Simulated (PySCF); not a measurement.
# I (iodine, neutral) across methods

[Kr] 4d10 5s2 5p4 5d1, one real determinant (an excited configuration). Calculation: PySCF 2.14, in aug-cc-pwCVTZ-DK3 (10s9p7d4f1g, 109 functions); scalar relativity by spin-free X2C-1e.

| method | E (hartree) | mean ε 5p α (eV) | mean ε 5p β (eV) | mean ε 5d α (eV) | Σ⟨r²⟩ (bohr²) | ⟨S²⟩ |
| --- | --- | --- | --- | --- | --- | --- |
| M06-2X | -7115.67 | -12.292 | -10.612 | -0.674 | 70.61 | 3.758 |
| PBE | -7114.63 | -9.661 | -8.346 | 0.239 | 70.59 | 3.754 |
| LDA | -7108.52 | -9.783 | -8.515 | 0.310 | 70.62 | 3.752 |
| CAM-B3LYP | -7115.43 | -12.236 | -10.886 | -0.987 | 70.45 | 3.753 |
| PBE0 | -7114.70 | -11.007 | -9.512 | -0.318 | 70.32 | 3.755 |
| wB97M-V | -7114.54 | -13.141 | -11.663 | -1.561 | 70.49 | 3.754 |
| r2SCAN | -7115.05 | -10.125 | -8.660 | 0.211 | 70.38 | 3.757 |

Q: Estimate the same row for UHF.

A: E (hartree) = -7112.12131; mean ε 5p α (eV) = -14.251; mean ε 5p β (eV) = -12.078; mean ε 5d α (eV) = -1.664; Σ⟨r²⟩ (bohr²) = 70.77; ⟨S²⟩ = 3.764.

⟨L²⟩ = 8.02 against 12 for a pure F term, so this real determinant mixes terms. The outer electron is Rydberg-like, and this basis confines it to a smaller radius and binds it less than a complete one would.

The highest occupied level is positive at PBE, LDA, r2SCAN: only the finite basis holds that electron, which in a density functional comes from self-interaction.
